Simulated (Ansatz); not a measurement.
Isomers of Pd$_{4}$H$_{7}$ (doublet), relaxed with PBE0-D4/def2-SVP; total energies from Ansatz at ωB97M-V/def2-TZVP.

```tsv
isomer	description	energy (Eh)
A	point group not assigned; 1 × Pd–Pd 2.64 Å; 11 × H–Pd 1.65 to 1.88 Å	-515.49287
B	point group not assigned; 1 × Pd–Pd 2.65 Å; 11 × H–Pd 1.65 to 1.89 Å	-515.49193
C	point group not assigned; 1 × Pd–Pd 2.64 Å; 11 × H–Pd 1.67 to 1.83 Å	-515.50098
D	point group not assigned; 3 × Pd–Pd 2.57 to 2.81 Å; 9 × H–Pd 1.71 to 1.84 Å	-515.50595
```

In the def2 sets Pd takes a core potential; there is no spin–orbit coupling.

The isomers come from a short search, and lower ones may exist.

Task: Work out the relative energies (1 Eh = 2625.5 kJ/mol) and the Boltzmann populations at 298 K from electronic energies alone (R = 8.314 J/mol/K).

Result: ΔE: A 34.3, B 36.8, C 13.0, D 0.0 kJ/mol. RT = 2.48 kJ/mol. Factors exp(−ΔE/RT): A 9.85e-07, B 3.59e-07, C 0.00529, D 1; sum 1.005. Populations: A 0.0 %, B 0.0 %, C 0.5 %, D 99.5 %. Zero-point energy, vibrational entropy and symmetry numbers are left out and can shift these; an error of 4 kJ/mol changes a ratio by a factor of 5.0. Over the other density-functional and correlated levels in def2 sets, the gap between D and C ranges from -39 to -3 kJ/mol.
